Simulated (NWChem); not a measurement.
C2H4ClF; SMILES C[C@@H](F)Cl

```xyz
8

C     -1.1692    -1.1228    -0.1330
C      0.0561    -0.4222     0.3815
F      1.1700    -0.9804    -0.1495
Cl     0.0224     1.3169    -0.0420
H     -1.2128    -1.0385    -1.2278
H     -1.1223    -2.1869     0.1427
H     -2.0774    -0.6803     0.2964
H      0.1418    -0.4590     1.4783
```
Atoms are numbered in this order, from 1.

Level: PBE0/def2-SVP (NWChem), optimised geometry, unscaled harmonic frequencies. 

Task: List the harmonic frequencies with IR intensities, and the thermochemistry.

Result: 
```
frequency (cm⁻¹)  IR intensity (km/mol)
----------------  ---------------------
265                                 0.1
328                                 1.9
386                                 2.1
483                                 8.8
701                                58.1
931                                38.0
1036                               23.9
1139                               21.9
1178                              141.0
1301                               40.2
1370                                7.1
1412                               43.1
1451                                6.4
1458                                2.7
3075                                3.5
3122                               18.7
3180                                4.8
3196                                3.1
```

| Item | Result |
|---|---|
| zero-point energy | 37.2 kcal/mol |
| thermal correction to the enthalpy at 298.15 K (with zero-point energy) | 40.6 kcal/mol |
| heat capacity Cv | 14.7 cal/(mol K) |
| entropy at 298.15 K and 1 atm (symmetry number 1) | 69.7 cal/(mol K) |
| dipole moment | 2.12 D |

Rigid rotor and harmonic oscillator.
